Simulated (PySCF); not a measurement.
Compound: C3H4FN2S (doublet state).
Cartesian coordinates in Å at the GFN2-xTB level; atoms count from 1:
```
atom  x, y, z in Å
F1    -2.1054    0.6147   -0.4355
C2    -1.3043   -0.2523    0.2543
C3     0.0862   -0.3261   -0.4112
C4     0.8609    0.9604   -0.2503
N5     1.9646    0.8588    0.3791
S6     2.2094   -0.7321    0.8183
N7     0.8749   -1.3475    0.1963
H8    -1.7773   -1.2375    0.2351
H9    -1.2275    0.1144    1.2826
H10   -0.0845   -0.5571   -1.4759
H11    0.5084    1.9070   -0.6188
```

The hyperfine couplings belong to this conformer and change with its torsions.

The species is `FC[C@H]1C=NS[N]1` [radical].

The calculation used UKS B3LYP, pcH-1 on C F H N S, non-relativistic, mean-field spin-orbit, GIAO in PySCF 2.14.0. The structure is a single GFN2-xTB conformer in the gas phase; no vibrational or solvent corrections. Couplings are sensitive to structure, and on GFN2-xTB geometries they can be far from those on DFT ones.

Problem. What are Nα, Nβ and the exact ⟨S²⟩?

Solution. Nα = 31, Nβ = 30 (61 in all), and S(S+1) = 0.75 for S = 1/2.

Mulliken spin populations, one withheld:

| atom | bound to | population |
| --- | --- | --- |
| F1 | C2 | +0.0043 |
| C2 | F1, C3, H8, H9 | +0.0532 |
| C3 | C2, C4, N7, H10 | -0.0589 |
| C4 | C3, N5, H11 | +0.1335 |
| N5 | C4, S6 | -0.0705 |
| S6 | N5, N7 | ? |
| N7 | S6, C3 | +0.6016 |
| H8 | C2 | -0.0014 |
| H9 | C2 | +0.0015 |
| H10 | C3 | +0.0667 |
| H11 | C4 | -0.0065 |

Problem. Fill in the missing population.

Solution. 1 − (0.7235) gives +0.277, since all populations sum to 2S.

Problem. Sum the populations by element and by sign.

Solution. Nitrogen +0.53, sulfur +0.28, carbon +0.13, hydrogen +0.06, fluorine 0.00. The positive populations sum to 1.14, the negative ones to -0.14.

Problem. With ⟨S²⟩ = 0.7575, find the sum of squared α–β overlaps and estimate the admixture of higher spin.

Solution. Σ|⟨iα|jβ⟩|² over occupied orbitals = Nβ − [⟨S²⟩ − S(S+1)] = 30 − 0.0075 = 29.9925. If the quartet state (S + 1) were the only admixture, its weight would be 0.0075/(2S + 2) = 0.25 %.

Problem. What Fermi-contact NMR shifts do the couplings of F1, C3, C4, N5, N7, H8, H9 imply at 250 K (Curie law, g = gₑ)?

Solution. δ = a_FC·h·gₑ μB S(S+1)/(3 g_N μN kT), with k/h = 20836.6 MHz/K:

| nuclei | isotope | a_FC (MHz) | g_N | contact shift (ppm) |
| --- | --- | --- | --- | --- |
| F1 | 19F | 3.03 | 5.2577 | +102 |
| C3 | 13C | -31.61 | 1.4048 | -3970 |
| C4 | 13C | 12.57 | 1.4048 | +1579 |
| N5 | 14N | -3.60 | 0.4038 | -1572 |
| N7 | 14N | 26.94 | 0.4038 | +11772 |
| H8 | 1H | -3.13 | 5.5857 | -99 |
| H9 | 1H | -4.40 | 5.5857 | -139 |

All at the stated temperature.

The run took 48 s wall (grids of density and orbitals included) on one thread, Arm Neoverse V2 (aarch64), no GPU, on a shared host, and the process peaked at 0.87 GiB of memory.
